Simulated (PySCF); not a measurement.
C₄H₇GeN.
Atom-mapped SMILES: `[NH2:1][C:2]1=[CH:3][GeH2:4][CH:5]=[CH:6]1` (hydrogens: H7, H8 on N1; H9 on C3; H10, H11 on Ge4; H12 on C5; H13 on C6)

Computed, not measured: LC-wPBE/def2-SV(P) geometry optimisation, gas phase in PySCF 2.14.0.

(1) List the bond lengths, angles and torsions at this level.

Answers

(1) 
```csv
bond,length (Å)
N1–C2,1.372
C2=C3,1.354
C3–Ge4,1.909
Ge4–C5,1.940
C5=C6,1.337
C2–C6,1.495
"N1–H7, N1–H8",1.011
C3–H9,1.092
"Ge4–H10, Ge4–H11",1.538
C5–H12,1.093
C6–H13,1.098
```

Bonds in one row agree within 0.01 Å and their mean is given. A selection of angles:
```csv
angle,degrees
C2–N1–H7,119.1
H7–N1–H8,116.2
N1–C2–C3,126.8
N1–C2–C6,116.5
C3–C2–C6,116.8
C2–C3–Ge4,108.1
C2–C3–H9,122.4
Ge4–C3–H9,129.6
C3–Ge4–C5,90.2
C3–Ge4–H10,116.0
C5–Ge4–H10,112.8
H10–Ge4–H11,108.0
Ge4–C5–C6,107.3
Ge4–C5–H12,130.6
C6–C5–H12,122.2
C5–C6–H13,123.5
C2–C6–C5,117.7
C2–C6–H13,118.8
```

Dihedral angles: N1–C2–C3–Ge4 -178° (antiperiplanar); C2–C3–Ge4–C5 0° (synperiplanar); C3–Ge4–C5–C6 0° (synperiplanar); Ge4–C5–C6–C2 0° (synperiplanar); N1–C2–C6–C5 179° (antiperiplanar). The mirror-image conformer, all signs reversed, is as good.

Ge4 (germanium bonded to 2 C and 2 H) has angles from 90.2° to 116.0°. The 5-membered ring C2–C3–Ge4–C5–C6 has internal angles of 90.2° to 117.7° (sum 540°, against 540° for a flat polygon); it is planar, 0.00 Å rms from its mean plane, widest ring torsion 0°. The C–Ge distances run from 1.909 Å (C3–Ge4, drawn single) to 1.940 Å (Ge4–C5, drawn single), a spread of 0.031 Å. The 6 heavy atoms lie in one plane (0.009 Å rms). N1 (enamine nitrogen) has angles 119.1°, 118.7° and 116.2°, sum 354.0°, 0.16 Å off the plane of its three neighbours. The 3 C–C bonds span 1.337 Å (C5=C6, drawn double) to 1.495 Å (C2–C6, drawn single), a spread of 0.158 Å. Of the pairs four or more bonds apart, H7···H13 is among the closest relative to their van der Waals radii: 2.38 Å, 99 % of the sum of Bondi's values.

Point group: near Cs, missed by 0.31 Å at most; the miss may be what the optimiser left on a soft mode. Whether it is a minimum is left open (no frequencies).
